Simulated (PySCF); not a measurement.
# PmCl3(H2O) at several levels of theory

Computed with PySCF 2.14.0 (density fitting, no spin-orbit coupling) at the geometry relaxed with PBE0:

```xyz
7
PmCl3(H2O) (singlet in the valence; each metal's 4f electrons, 4 of them, lie in its core potential, out of spins and levels)
Pm   -0.0325   -0.0607    0.0607
Cl    1.0805    1.9367    1.2036
Cl   -1.7640   -1.3824    1.3824
Cl    1.0805   -1.2036   -1.9367
O    -1.3894    1.3812   -1.3812
H    -1.5855    2.3126   -1.2122
H    -1.5855    1.2122   -2.3126
```

```tsv
level	basis	state	HOMO (eV)	gap (eV)	charge on Pm1 (e)	population of f-type functions on Pm1 (polarisation alone where 4f lies in the core)	dipole about the centre of mass (D)	largest force component (eV/Å)
PBE0	Pm lcecp-1-SVP with ECP50, Cl def2-SVP, O def2-SVP, H def2-SVP	singlet	-8.38	6.90	0.91	0.06	5.69	0.02
```

In the lcecp rows the 4f levels are missing from HOMO and gap, and the state counts the valence alone.

Charges are Mulliken's, which hang on the basis. The relaxation used the grid (50, 194), these runs (75, 302) or, all-electron (x2c bases, spin-free X2C Hamiltonian), (99, 590).

Q: A further run in the first row's basis gives HOMO (eV) -8.00, gap (eV) 6.24, charge on Pm1 (e) 0.82, population of f-type functions on Pm1 (polarisation alone where 4f lies in the core) 0.06, dipole about the centre of mass (D) 5.66, largest force component (eV/Å) 0.15. Which level was it?
A. B3LYP
B. PBE

A: A. The others give HOMO -6.96 eV (PBE).

In the first row's basis the gap widens with exact exchange: 4.8 eV for PBE (none); 6.2 to 6.9 eV for B3LYP, PBE0 (a fixed share).

A frequency check found unstable modes (1, the lowest at -24 cm⁻¹), so the relaxed geometry is a saddle point, or these are noise. An lcecp potential fixes the number of 4f electrons, so in runs with it no electron can move into or out of that shell.
